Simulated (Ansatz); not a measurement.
Job for Ansatz (an electronic-structure program): R-PBE0/def2-TZVPPD on C4H8 (a complex), monomers drawn apart or pushed together. Files ending in .json are basis or fitting sets from the Basis Set Exchange.

Ansatz 0.2 input:
```yaml
crystal:
  periodic: [false, false, false]
  atoms:
    - {symbol: C, position_ang: [-0.20440649, -0.04430182, -0.29071696]}
    - {symbol: H, position_ang: [0.37230030, -0.09913342, -1.21308321]}
    - {symbol: H, position_ang: [-0.75803661, 0.89371268, -0.26659162]}
    - {symbol: H, position_ang: [-0.90208411, -0.88016963, -0.25156153]}
    - {symbol: H, position_ang: [0.46781400, -0.09127708, 0.56443765]}
    - {symbol: C, position_ang: [1.65325406, 0.00173964, 6.01825415]}
    - {symbol: C, position_ang: [0.36321161, 0.07897294, 5.87496927]}
    - {symbol: C, position_ang: [-0.92568822, 0.15613100, 5.72564809]}
    - {symbol: H, position_ang: [2.15172821, -0.95493502, 6.12450327]}
    - {symbol: H, position_ang: [2.27179481, 0.89170899, 6.03692138]}
    - {symbol: H, position_ang: [-1.37706713, 0.13915972, 4.74053139]}
    - {symbol: H, position_ang: [-1.58766801, 0.23990323, 6.57975611]}
basis:
  gaussian:
    orbitals: def2-TZVPPD.json
hamiltonian:
  xc: {name: PBE0}
scf: {lower_state_search: off}
```

The log:

```
WARN ansatz: RAYON_NUM_THREADS=1 ignored (pool sized by the plan → 1); use --threads N
Functional definition: PBE0
these checks for a lower state are left out or cut short: stability, starts, cluster_reference, orbital_swaps, neighbouring_geometries, increment
integrals: 0.14 GiB planned
1168 factors; their error is unknown
mean field: 1.44 GiB planned
mean field evaluation 1: about -4262.7601 eV, gradient 6.6e1 eV
mean field evaluation 2: about -4262.3442 eV, gradient 6.4e1 eV
mean field evaluation 4: about -4272.8821 eV, gradient 4.5e0 eV
mean field evaluation 8: about -4272.9272 eV, gradient 1.3e-1 eV
mean field evaluation 16: about -4272.9148 eV, gradient 6.7e-5 eV
mean field -4272.91475243 eV, -157.0267208663 hartree, gradient 2.6e-6 eV, S^2 0.000000; 0 other end points of the search recorded, 0 dependent functions left out
reference -4272.91479240 eV, -157.0267223351 hartree; 16, 16 occupied and 268, 268 virtual orbitals, 1168 factors
Total energy: -4272.91479240 eV, -157.0267223351 hartree
Checks for a lower state left out: stability, starts, cluster_reference, orbital_swaps, neighbouring_geometries, increment
```

Self-consistency was reached.

Cost: around 1.4 core-seconds (rough).
